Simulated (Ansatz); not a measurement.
Cartesian coordinates (Å):
```xyz
9

C      1.8603    -0.0916    -0.2717
C      0.6184     0.1980    -0.0071
C     -0.6289     0.5153     0.2228
N     -1.7603    -0.2565    -0.0964
H      2.5084    -0.5637     0.4617
H      2.3065     0.1267    -1.2385
H     -0.8576     1.4909     0.6404
H     -1.5454    -1.2206    -0.3079
H     -2.4944    -0.1960     0.5947
```
Charge 0, spin multiplicity 1.

Method: frozen-core CCSD(T)/cc-pVQZ // B3LYP-D3(BJ)/def2-TZVP in Ansatz (a first-principles code).

The HF energy comes out as -170.96514 Ha. The MP2 correlation energy is -0.73192 Ha.

Estimate the CCSD correlation energy, the (T) correction, the total energy and the T1 diagnostic.


```json
{
 "CCSD correlation energy": "-0.75207 Ha",
 "(T) correction": "-0.03646 Ha",
 "CCSD(T) total energy": "-171.75367 Ha",
 "T1 diagnostic": "0.012"
}
```
